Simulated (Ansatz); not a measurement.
The cluster CuAg₄⁺. Total charge 1; singlet. Geometry PBE-D4/def2-SVP; atoms count from 1.

| atom | x (Å) | y (Å) | z (Å) |
| --- | --- | --- | --- |
| Ag1 | -1.078 | -2.401 | 0.910 |
| Ag2 | -0.260 | 1.894 | -1.941 |
| Ag3 | -0.011 | -0.016 | 0.018 |
| Ag4 | 2.147 | 0.979 | -1.362 |
| Cu5 | -0.799 | -0.456 | 2.376 |

In the def2 sets Ag takes a core potential; there is no spin–orbit coupling. The structure comes from a short search, and lower isomers may exist.

Question: Estimate the Mulliken populations from the PBE0/def2-TZVP orbitals of Ansatz.

Answer: 
```
atom  charge (e)  d electrons
 Ag1        0.18         9.92
 Ag2        0.21         9.93
 Ag3        0.14         9.89
 Ag4        0.21         9.93
 Cu5        0.25         9.94
```
Mulliken values depend strongly on the basis.

Question: And the Mayer bond orders between heavy atoms (over 0.3)?

Answer: Ag1–Ag3 0.38 (2.76 Å); Ag1–Cu5 0.71 (2.45 Å); Ag2–Ag3 0.36 (2.75 Å); Ag2–Ag4 0.70 (2.64 Å); Ag3–Ag4 0.36 (2.75 Å); Ag3–Cu5 0.38 (2.53 Å).
